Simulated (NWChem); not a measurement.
Molecule: C2H4F2OSi; SMILES O[Si@H](F)/C=C\F

```xyz
10

O      1.5823    -0.5790     0.1490
Si    -0.0049    -0.9402     0.3798
F     -0.5499    -1.8972    -0.8144
C     -1.0578     0.5949     0.3766
C     -0.6632     1.7898    -0.0535
F      0.5629     2.0088    -0.5463
H      1.7599     0.2251    -0.3504
H     -0.1380    -1.7174     1.6308
H     -2.0899     0.5515     0.7402
H     -1.2599     2.7079    -0.0658
```
Atoms are numbered in this order, from 1.

Computed with NWChem. Pople sets run with spherical d functions. Coordinates come from a PBE0/def2-SVP optimisation. Atomic charges in e: unrestrained fits to the electrostatic potential beside Mulliken populations; buried atoms are poorly determined by the fit.

### Question
What does the run give for Hartree-Fock/6-31G*? Quantities: ESP O1; Mulliken O1; ESP Si2; Mulliken Si2; ESP F3; Mulliken F3; ESP C4; Mulliken C4; ESP C5; Mulliken C5; relative RMS misfit of the potential (%).

### Answer
```yaml
ESP O1: -0.85
Mulliken O1: -0.90
ESP Si2: 1.34
Mulliken Si2: 1.37
ESP F3: -0.44
Mulliken F3: -0.54
ESP C4: -0.72
Mulliken C4: -0.57
ESP C5: 0.32
Mulliken C5: 0.29
relative RMS misfit of the potential (%): 21
```
